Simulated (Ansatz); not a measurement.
Species: sum formula HSiO, net charge 0, doublet state. It need not be the lowest isomer of its formula. 
Geometry from a B3LYP-D3(BJ)/def2-TZVP (Ansatz, an electronic-structure program) optimisation:
```
O
H 1 0.9643
Si 1 1.6565 2 119.73
```
Charge 0, spin multiplicity 2.

Basis-set convergence of Hartree-Fock and CCSD(T) correlation energies (hartree) with Ansatz. Correlated levels leave the core frozen unless marked. UHF or UKS for open shells. No spin-orbit coupling. Non-relativistic.

| basis | functions | E(HF) | E(corr, CCSD(T)) |
|---|---|---|---|
| aug-cc-pV(D+d)Z | 64 | -364.37540 | -0.29795 |
| aug-cc-pV(T+d)Z | 124 | [?] | [?] |

What belongs in the gaps?


- aug-cc-pV(T+d)Z, E(HF): -364.40716
- aug-cc-pV(T+d)Z, E(corr, CCSD(T)): -0.35706
